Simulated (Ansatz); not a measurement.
Basis-set series for `C[CH]1[S][GaH]1`. Charge 0, multiplicity 1. The geometry is a stationary point of PBE0-D4/def2-TZVP.

| atom | x (Å) | y (Å) | z (Å) |
| --- | --- | --- | --- |
| C1 | -0.291 | 0.757 | -0.944 |
| C2 | 0.152 | -0.485 | -0.221 |
| S3 | 1.831 | -0.365 | 0.640 |
| Ga4 | -0.024 | -0.769 | 1.690 |
| H5 | -1.312 | 0.637 | -1.321 |
| H6 | -0.269 | 1.638 | -0.299 |
| H7 | 0.361 | 0.964 | -1.800 |
| H8 | 0.121 | -1.375 | -0.846 |
| H9 | -0.570 | -1.003 | 3.103 |

```csv
functional,basis,functions,energy (Eh),HOMO (eV),LUMO (eV)
PBE0-D4,def2-SVP,103,-2401.33915,-6.49,-1.33
PBE0-D4,def2-TZVPP,222,-2401.81055,-6.51,-1.43
ωB97M-V,def2-SVP,103,-2401.64627,-8.52,0.41
ωB97M-V,def2-TZVPP,222,-2402.12041,-8.58,0.25
```

(1) Give the rows for def2-QZVPP. (Best estimate.)

Results:

(1) Ansatz gave: 
```json
{"functional": "PBE0-D4", "basis": "def2-QZVPP", "functions": "423", "energy (Eh)": "-2401.87022", "HOMO (eV)": "-6.53", "LUMO (eV)": "-1.48"}
{"functional": "ωB97M-V", "basis": "def2-QZVPP", "functions": "423", "energy (Eh)": "-2402.17810", "HOMO (eV)": "-8.60", "LUMO (eV)": "0.08"}
```

Positive LUMOs are unbound and depend on the basis. Scalar relativity is left out up to krypton.
